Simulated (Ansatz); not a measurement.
Job for Ansatz (an electronic-structure program): R-B3LYP/def2-TZVPP on CH4BClO (SMILES COBCl), a point of a torsion scan.

Ansatz 0.2 input:
```yaml
crystal:
  periodic: [false, false, false]
  atoms:
    - {symbol: C, position_ang: [-1.09098269, -0.00943478, 0.09313380]}
    - {symbol: O, position_ang: [0.07008645, -0.58632034, -0.46967859]}
    - {symbol: B, position_ang: [1.31738825, -0.24151521, -0.23388007]}
    - {symbol: Cl, position_ang: [1.74761316, 1.05940048, 0.83607699]}
    - {symbol: H, position_ang: [-0.88820215, 0.98727978, 0.49052921]}
    - {symbol: H, position_ang: [-1.45096595, -0.65542425, 0.89601913]}
    - {symbol: H, position_ang: [-1.84663731, 0.04723759, -0.69124441]}
    - {symbol: H, position_ang: [2.16117893, -0.83839427, -0.78122043]}
basis:
  gaussian:
    orbitals: def2-TZVPP
hamiltonian:
  xc: {name: B3LYP}
scf: {lower_state_search: off}
```

**Question.** Give the final energy of this run.

**Answer.** -600.9569 hartree.
